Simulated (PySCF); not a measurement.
**Cobalt: a sound run and one with changed settings**

Sound run: Co⁺ [Ar] 3d8, Co²⁺ [Ar] 3d7. Calculation: PySCF 2.14, in aug-cc-pVDZ (7s6p4d2f, 59 functions); no relativity, point nucleus. In the sound run the correlated levels freeze [Ar]. The sound run starts from symmetry-adapted Hartree-Fock orbitals and uses a fine grid where one is needed.

Changed run: initial guess 1e, at most 50 SCF cycles.

| species | method | sound run (hartree) | changed run (hartree) | converged |
| --- | --- | --- | --- | --- |
| Co⁺ | UHF | -1381.13503 | -1381.13503 | yes |
| Co⁺ | MN15 | -1382.61160 | -1382.61160 | yes |
| Co⁺ | B3LYP | -1382.50450 | -1382.50450 | yes |
| Co⁺ | MP2 | -1381.37859 | -1381.37860 | yes |
| Co²⁺ | UHF | -1380.60594 | -1380.53732 | yes |
| Co²⁺ | MN15 | -1381.96425 | -1381.97498 | yes |
| Co²⁺ | B3LYP | -1381.85970 | -1381.80629 | yes |
| Co²⁺ | MP2 | -1380.75723 | -1380.69635 | yes |

Ionisation energy of Co⁺:

```json
{"method": "UHF", "sound run (eV)": "14.397", "changed run (eV)": "16.265"}
{"method": "MN15", "sound run (eV)": "17.615", "changed run (eV)": "17.323"}
{"method": "B3LYP", "sound run (eV)": "17.546", "changed run (eV)": "18.999"}
{"method": "MP2", "sound run (eV)": "16.908", "changed run (eV)": "18.565"}
{"method": "SCS-MP2", "sound run (eV)": "16.771", "changed run (eV)": "18.504"}
```

The plain start fixes occupations by D2h representation alone, and Co²⁺ at UHF, Co²⁺ at MN15, Co²⁺ at B3LYP landed in another state (other ⟨L²⟩ or ⟨S²⟩). 

For comparison, NIST gives 17.084 eV between the lowest levels.
